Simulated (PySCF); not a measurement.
**Mo²⁺: excitation energy**

Mo²⁺ [Kr] 4d4 (5D) → Mo²⁺ [Kr] 4d3 5p1 (high-spin determinant), as a difference of total energies. Calculation: PySCF 2.14, in def2-QZVPPD with the def2 core potential (28 electrons); a scalar-relativistic core potential. Correlated levels: valence: 4s2 4p6 frozen. The calculations carry no spin-orbit coupling.

```csv
method,excitation energy (eV)
UHF,9.276
MP2 (valence),9.553
SCS-MP2 (valence),9.369
CCSD (valence),9.512
CCSD(T) (valence),9.497
```

Q: How much does correlation contribute at CCSD(T) (valence)?

A: 9.497 − (9.276) = 0.221 eV, measured against UHF.

The determinant of the upper state mixes LS terms, which raises its energy above the lowest term, most at the Hartree-Fock and MP2 levels.
